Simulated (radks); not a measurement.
Results of a calculation; reference values are marked as such.
The lanthanum ion La+ inside a hard spherical wall (all orbitals vanish at R), configuration held at [Xe] 5d2 and not refilled when levels cross. Code: a radial shooting solver on a logarithmic mesh with Libxc functionals. Model: scalar-relativistic Kohn-Sham, PBEsol, spin-polarised, spherical densities, finite nucleus; open shells are filled with parallel spins first (spin-orbit coupling, left out, can overturn this in heavy ions); Fermi nuclear charge, rms radius 4.855 fm. Eigenvalues in eV for spin up, with the zero of energy where the potential of the charges vanishes at infinity; a dash marks a level that is unbound or too diffuse for the functional's potential to be trusted. A positive occupied level is held by the wall or, in an anion where self-interaction has pushed it up, behind a barrier. The pressure on the wall is -dE/dV.

[
 {"R (bohr)": "free", "E (hartree)": "-8489.4308", "kinetic (hartree)": "8978.380", "e(4d)": "-107.41", "e(5s)": "-42.914", "e(5p)": "-26.616", "e(4f, empty)": "-8.202", "e(6s, empty)": "-7.786", "e(5d)": "-7.621", "pressure (GPa)": "0"},
 {"R (bohr)": "20", "E (hartree)": "-8489.4308", "kinetic (hartree)": "8978.380", "e(4d)": "-107.41", "e(5s)": "-42.914", "e(5p)": "-26.616", "e(4f, empty)": "-8.202", "e(6s, empty)": "-7.786", "e(5d)": "-7.621", "pressure (GPa)": "< 0.0001"},
 {"R (bohr)": "8", "E (hartree)": "-8489.4284", "kinetic (hartree)": "8978.399", "e(4d)": "-107.25", "e(5s)": "-42.765", "e(5p)": "-26.477", "e(4f, empty)": "-8.049", "e(6s, empty)": "-7.523", "e(5d)": "-7.484", "pressure (GPa)": "0.107"},
 {"R (bohr)": "3.5", "E (hartree)": "-8488.6127", "kinetic (hartree)": "8982.533", "e(4d)": "-97.916", "e(5s)": "-35.505", "e(5p)": "-19.051", "e(4f, empty)": "0.689", "e(6s, empty)": "20.237", "e(5d)": "3.978", "pressure (GPa)": "273"},
 {"R (bohr)": "3", "E (hartree)": "-8487.3757", "kinetic (hartree)": "8988.236", "e(4d)": "-90.263", "e(5s)": "-29.366", "e(5p)": "-11.946", "e(4f, empty)": "7.946", "e(6s, empty)": "45.271", "e(5d)": "14.462", "pressure (GPa)": "1030"},
 {"R (bohr)": "2.5", "E (hartree)": "-8483.7622", "kinetic (hartree)": "9002.979", "e(4d)": "-75.812", "e(5s)": "-15.386", "e(5p)": "4.727", "e(4f, empty)": "22.266", "e(6s, empty)": "98.708", "e(5d)": "37.640", "pressure (GPa)": "4520"},
 {"R (bohr)": "1.5", "E (hartree)": "-8424.2832", "kinetic (hartree)": "9198.608", "e(4d)": "21.186", "e(5s)": "158.78", "e(5p)": "201.94", "e(4f, empty)": "130.04", "e(6s, empty)": "578.62", "e(5d)": "267.59", "pressure (GPa)": "196000"}
]
